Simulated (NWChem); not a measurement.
System: C$_{2}$H$_{3}$ClOSi; SMILES C#C[Si@@H](O)Cl

```xyz
8

C      0.7812     2.6080    -0.2325
C      0.2994     1.5214     0.0284
Si    -0.4509    -0.0966     0.4340
O     -1.8573    -0.3205    -0.3959
Cl     0.9405    -1.5430    -0.0551
H      1.2117     3.5675    -0.4614
H     -0.7794    -0.2095     1.8685
H     -1.8438    -0.1579    -1.3444
```
Atoms are numbered in this order, from 1.

Coordinates come from a PBE0/def2-SVP optimisation.

Problem. Give the principal values of the shielding tensors (ppm) of C1, C2, Si3, O4, Cl5 from Hartree-Fock/6-31G* (spherical d), GIAO (NWChem), with their diamagnetic and paramagnetic parts as GIAO splits them.

Solution. 
| atom | σ11 | σ22 | σ33 | isotropic | diamagnetic | paramagnetic |
|---|---|---|---|---|---|---|
| C1 | 28.0 | 33.9 | 245.0 | 102.3 | 273.3 | -171.0 |
| C2 | 32.6 | 40.3 | 300.7 | 124.6 | 259.9 | -135.4 |
| Si3 | 450.9 | 474.5 | 497.6 | 474.3 | 879.6 | -405.2 |
| O4 | 265.3 | 298.5 | 308.7 | 290.8 | 395.2 | -104.4 |
| Cl5 | 841.3 | 966.6 | 1058.1 | 955.3 | 1148.8 | -193.4 |
